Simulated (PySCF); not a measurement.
2-bromoethanol, C₂H₅BrO.
Z-matrix (Å and degrees, PBE0-D3(BJ)/def2-SVP geometry), rows numbered from 1:
```
O 
C   1  1.3910
C   2  1.5132  1  113.17
Br  3  1.9524  2  110.50  1   -61.87
H   1  0.9663  2  107.14  3    57.35
H   2  1.1039  1  107.20  3   118.26
H   2  1.1087  1  112.63  3  -124.39
H   3  1.0977  2  112.25  1   179.51
H   3  1.0976  2  111.49  1    55.47
```

Computed, not measured: PBE0-D3(BJ)/def2-SVP geometry optimisation, gas phase in PySCF 2.14.0.

Take the most abundant isotopes and a rigid rotor. The values belong to one conformer with, in the numbering `[OH:1][CH2:2][CH2:3][Br:4]`, H–O1–C2–C3 57°, O1–C2–C3–Br4 -62°.

Problem. Give the principal moments of inertia and the rotational constants in MHz.

Solution. Ia = 42.21, Ib = 211.65, Ic = 239.71 u·Å²; 505379 MHz·u·Å²/I gives A = 11972, B = 2388, C = 2108 MHz.

Problem. Classify the top.

Solution. A near-prolate asymmetric top. Ray's parameter κ = (2B − A − C)/(A − C) = -0.943; −1 is the prolate and +1 the oblate limit.

Problem. What does the inertial defect say?

Solution. Not planar: Δ = Ic − Ia − Ib = -14.14 u·Å². For a rigid frame Δ = −2 Σ m c², so Σ m c² = 7.07 u·Å² lies off the ab plane: 4.08 from hydrogen and 2.99 from heavier atoms. The atom farthest from that plane is 1.45 Å away.

Problem. Give the coordinates in the principal-axis frame, origin at the centre of mass.

Solution. The sense of each axis is arbitrary; atoms in the order of the calculation.
```json
{"atom": "O1", "mass (u)": "15.995", "a (Å)": "-2.208", "b (Å)": "0.806", "c (Å)": "0.175"}
{"atom": "C2", "mass (u)": "12.000", "a (Å)": "-1.870", "b (Å)": "-0.435", "c (Å)": "-0.354"}
{"atom": "C3", "mass (u)": "12.000", "a (Å)": "-0.637", "b (Å)": "-1.038", "c (Å)": "0.283"}
{"atom": "Br4", "mass (u)": "78.918", "a (Å)": "0.918", "b (Å)": "0.102", "c (Å)": "-0.021"}
{"atom": "H5", "mass (u)": "1.008", "a (Å)": "-1.441", "b (Å)": "1.384", "c (Å)": "0.060"}
{"atom": "H6", "mass (u)": "1.008", "a (Å)": "-2.714", "b (Å)": "-1.117", "c (Å)": "-0.152"}
{"atom": "H7", "mass (u)": "1.008", "a (Å)": "-1.733", "b (Å)": "-0.407", "c (Å)": "-1.454"}
{"atom": "H8", "mass (u)": "1.008", "a (Å)": "-0.389", "b (Å)": "-2.020", "c (Å)": "-0.139"}
{"atom": "H9", "mass (u)": "1.008", "a (Å)": "-0.744", "b (Å)": "-1.113", "c (Å)": "1.373"}
```

Problem. List the rotational levels J(Ka,Kc) to J = 2 (MHz).

Solution. Above 0(0,0):
J = 1: 1(0,1) 4496, 1(1,1) 14081, 1(1,0) 14360
J = 2: 2(0,2) 13482, 2(1,2) 22793, 2(1,1) 23632, 2(2,1) 52385, 2(2,0) 52391
The levels of one J sum to (2J + 1)J(J + 1)(A + B + C)/3.

Problem. Which lines would a microwave search look for?

Solution. The dipole components are |μa| = 0.04 D, |μb| = 1.40 D, |μc| = 0.32 D. Intensities carry the squares of the components, which stand as 0.00 : 1.00 : 0.05 (a : b : c). Some lines, for components of 0.1 D or more:

```tsv
type	branch	J(Ka,Kc)	MHz	lower level (cm⁻¹)
c	Q	3(1,3) ← 3(0,3)	8912	0.899
b	Q	2(1,1) ← 2(0,2)	10150	0.450
c	R	1(1,0) ← 0(0,0)	14360	0.000
b	Q	3(2,1) ← 3(1,2)	28368	1.252
b	Q	2(2,0) ← 2(1,1)	28759	0.788
b	R	2(2,1) ← 1(1,0)	38025	0.479
b	R	2(2,0) ← 1(1,1)	38311	0.470
c	R	3(2,1) ← 2(1,1)	42272	0.788
c	R	3(2,2) ← 2(1,2)	43081	0.760
b	R	3(2,1) ← 2(1,2)	43111	0.760
b	Q	3(3,1) ← 3(2,2)	48625	2.197
c	R	3(3,0) ← 2(2,0)	62107	1.748
```

Problem. Estimate the classical rotational partition function at 10 K, 200 K and 298.15 K.

Solution. Point group C1, symmetry number σ = 1; q = (√π/σ)·√((kT/h)³/(ABC)), k/h = 20836.6 MHz/K: 687 at 10 K, 61400 at 200 K, 112000 at 298.15 K.

No frequency check. Zero-point vibration and centrifugal distortion are left out. Quadrupole hyperfine structure (79Br) is left out.
